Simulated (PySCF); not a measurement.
```xyz
3
charge 0 multiplicity 1, angstrom
Hf   -0.2125    0.0000   -0.2704
N    -1.6058    0.0000    0.7460
Cl    1.7364    0.0000    1.0964
```

Level of theory: PBE0 in PySCF with Hf def2-TZVP with ECP60, N def2-TZVP, Cl def2-TZVP; scalar-relativistic core potentials, no spin–orbit coupling; density-fitted integrals.

This geometry of ClHfN is a stationary point at this level.

(1) What is the point group?

(2) Is it a minimum?

(3) Which band is strongest in the infrared?

(4) Give the atomic charges and bond orders.

## Answers

(1) Cs.

(2) Yes: all harmonic wavenumbers are real.

(3) 971 cm⁻¹ (a'), 69 km/mol.

(4) 
```json
{"atom": "Hf1", "Mulliken": "0.92", "Löwdin": "0.43", "polar tensor": "1.31", "Mayer order to Hf1": "–"}
{"atom": "N2", "Mulliken": "-0.51", "Löwdin": "-0.40", "polar tensor": "-0.73", "Mayer order to Hf1": "3.04"}
{"atom": "Cl3", "Mulliken": "-0.41", "Löwdin": "-0.03", "polar tensor": "-0.59", "Mayer order to Hf1": "1.02"}
```

This need not be the most stable arrangement of these atoms. With an element this heavy the missing spin–orbit coupling can shift these numbers.
